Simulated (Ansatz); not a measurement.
# Relaxing a trial structure of CH3F3SSn

The starting geometry of this gas-phase singlet was optimised with GFN2-xTB; its bonds are those of `C[S][Sn]([F])([F])[F]`.

```xyz
9

C    -0.0499   -1.4307    0.9026
F    -1.3818    0.7253   -1.8979
F     1.2783    2.6175   -2.0423
F    -0.4981    2.2692    0.6787
S     1.3375   -0.7391   -0.0345
Sn    0.2880    1.2817   -0.9008
H    -0.3574   -0.7527    1.6936
H    -0.8777   -1.6748    0.2434
H     0.3497   -2.3430    1.3399
```

Problem. Predict what it relaxes into with PBE0-D4/def2-SVP.

Solution. It keeps its bonds, and is `C[S][Sn]([F])([F])[F]`.

The energy falls by 0.45 eV over 7 steps:

| step | E − E(last) (eV) |
| --- | --- |
| 1 | 0.451 |
| 2 | 0.008 |
| 3 | 0.002 |
| 4 | 0.002 |
| 5 | 0.001 |
| 6 | 0.000 |
| 7 | 0.000 |

Final geometry (Å):

```xyz
9

C    -0.0240   -1.4035    0.8839
F    -1.3550    0.8388   -1.9108
F     1.2703    2.4279   -1.9005
F    -0.5219    2.2625    0.5997
S     1.3432   -0.6923   -0.1051
Sn    0.1976    1.2364   -0.8548
H    -0.3388   -0.7224    1.6852
H    -0.8772   -1.6801    0.2508
H     0.3943   -2.3138    1.3345
```

No frequencies were run, so the end isn't proven a minimum. Atoms past krypton carry core potentials, without spin–orbit terms. Run with Ansatz 0.2.0, 16 s on 2 threads of AMD EPYC 9B14 (Zen 4), with other jobs on the host.
